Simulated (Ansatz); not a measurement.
Born–Oppenheimer molecular dynamics of ClH$_{7}$N$_{2}$Si$_{2}$ (12 atoms, charge 0, multiplicity 1). It starts from a relaxed structure.

The calculation used RKS PBE/STO-3G (Ansatz 0.2.0).

| Property | Result |
| --- | --- |
| ensemble | NVT, Nosé–Hoover chain |
| time step | 0.5 fs |
| steps asked | 300 |
| set temperature | 700 K |
| thermostat | time constant 100 fs, chain length 3 (defaults) |
| seed | 615926 |

First frame:

```xyz
12
Properties=species:S:1:pos:R:3
Si 0.102 -0.202 0.058
Si 0.010 0.030 2.314
H -1.353 -0.188 2.773
H 0.886 -0.939 2.955
H 0.427 1.370 2.696
N 1.774 -0.201 -0.536
H 1.793 -0.263 -1.594
H 2.232 0.733 -0.335
Cl -1.009 1.445 -0.850
N -0.585 -1.751 -0.464
H -1.611 -1.799 -0.205
H -0.593 -1.820 -1.521
```

Problem. How far do the bonds stretch over the last three quarters of this one trajectory? (Pairs bonded in most of those frames.)

Solution. 
| bond | mean (Å) | spread (Å) | shortest | longest |
| --- | --- | --- | --- | --- |
| Si1–Si2 | 2.274 | 0.020 | 2.25 | 2.33 |
| Si1–N6 | 1.777 | 0.052 | 1.66 | 1.85 |
| Si1–Cl9 | 2.188 | 0.031 | 2.13 | 2.23 |
| Si1–N10 | 1.779 | 0.057 | 1.69 | 1.87 |
| Si2–H3 | 1.461 | 0.034 | 1.39 | 1.54 |
| Si2–H4 | 1.474 | 0.089 | 1.34 | 1.60 |
| Si2–H5 | 1.461 | 0.032 | 1.40 | 1.53 |
| N6–H7 | 1.061 | 0.020 | 1.02 | 1.10 |
| N6–H8 | 1.060 | 0.015 | 1.03 | 1.09 |
| N10–H11 | 1.059 | 0.023 | 1.02 | 1.11 |
| N10–H12 | 1.061 | 0.029 | 1.01 | 1.12 |

Mean temperature of the second half: 460 K. The conserved energy stayed within 0.5 meV per atom of its start (net change 0.45 meV per atom), so the integration is sound. The mean temperature of the second half is 34 % below the set value. A run of 0.15 ps of so small a system gives no equilibrium averages. Limits of this set-up: minimal basis.

The run took 13 min on 1 thread of Arm Neoverse V2, on a shared host, peak memory 0.097 GiB.
